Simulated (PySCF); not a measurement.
H₄Si₂, charge +1, doublet, at a GFN2-xTB geometry (a state made from the parent by changing its charge; the spin is typed, not shown lowest). Base run: MP2/6-311G** in PySCF.

Here is a job for PySCF.
```python
from pyscf import gto, scf, mp

mol = gto.Mole()
mol.atom = '''
    Si   -0.16616702    1.07796466    0.62002792
    H     0.06478625    2.52939845    0.75560368
    Si    0.13180641   -0.97390264   -0.53199956
    H     0.93583729   -0.94240197   -1.75786354
    H    -1.28013849   -1.29759961   -0.77854108
    H     0.76056340   -1.74626515    0.54840391
'''
mol.basis = '6-311g**'
mol.charge = 1
mol.spin = 1
mol.verbose = 3
mol.build()

mf = scf.UHF(mol)
mf.kernel()

pt = mp.MP2(mf, frozen=10)
pt.kernel()
print('E(MP2) = %.10f' % pt.e_tot)
```

Each row names what was changed in the base input (with any setting that the change needs).

| change | basis functions | E (Eh) | MP2 correlation (Eh) | SCF-reference HOMO (eV) |
|---|---|---|---|---|
| base | 76 | -580.01655 | -0.16123 | -15.31 |
| basis = 6-31+G* | 52 | -579.93381 | -0.12583 | -15.31 |
| basis = def2-SVP | 56 | -579.81724 | -0.15910 | -15.33 |
| basis = 6-31G** | 56 | -579.96274 | -0.14893 | -15.28 |
| basis = cc-pV(D+d)Z | 66 | -580.01178 | -0.15921 | -15.32 |
| basis = def2-SVPD | 80 | -579.82979 | -0.16474 | -15.31 |
| basis = 6-311++G** | 88 | -580.01778 | -0.16189 | -15.31 |
| basis = aug-cc-pVDZ | 90 | -580.01220 | -0.16493 | -15.27 |
| basis = 6-311+G(2d,p) | 94 | -580.03096 | -0.16781 | -15.34 |
| basis = def2-TZVP | 98 | -580.04782 | -0.18379 | -15.35 |
| basis = pcseg-2 | 124 | -580.04965 | -0.19044 | -15.33 |
| basis = pc-2 | 124 | -580.05143 | -0.19067 | -15.34 |
| basis = cc-pV(T+d)Z | 134 | -580.07176 | -0.19640 | -15.35 |

Totals compare only among sets that treat the same electrons; sets with core potentials leave the core out.

Open shells are given as the SCF converged; they aren't shown to be the lowest states, and a large step between rows can be another state.
